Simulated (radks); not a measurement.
As3+, configuration [Ar] 3d10 4s1 5p1 (not the ground configuration). Method: scalar-relativistic Kohn-Sham, BLYP, spin-polarised, spherical densities, point nucleus; open shells are filled with parallel spins first; computed with a radial shooting solver on a logarithmic mesh with Libxc functionals.

Unscreened Slater integrals over Kohn-Sham orbitals (hartree). They are taken over the spin-up orbitals.

integral       value
F0(5p,5p)    0.21530
F2(5p,5p)    0.11762
F0(5p,4s)    0.27154
G1(5p,4s)   0.030098
F0(5p,3d)    0.29524
F2(5p,3d)   0.034286
G1(5p,3d)   0.011006
G3(5p,3d)   0.010628
F0(5p,3p)    0.29646
F2(5p,3p)   0.031603
G0(5p,3p)  0.0078028
G2(5p,3p)  0.0094343
F0(4s,4s)    0.53560
F0(4s,3d)    0.67387
G2(4s,3d)   0.068985
F0(4s,3p)    0.68036
G1(4s,3p)   0.049820
F0(3d,3d)     1.3746
F2(3d,3d)    0.64821
F4(3d,3d)    0.40570
F0(3d,3p)     1.4127
F2(3d,3p)    0.67374
G1(3d,3p)    0.82233
G3(3d,3p)    0.50531
F0(3p,3p)     1.4653
F2(3p,3p)    0.73298

Derived for the open shells (J is the average intra-shell exchange parameter used in DFT+U). 5p: J = F2/5 = 0.02352 hartree.
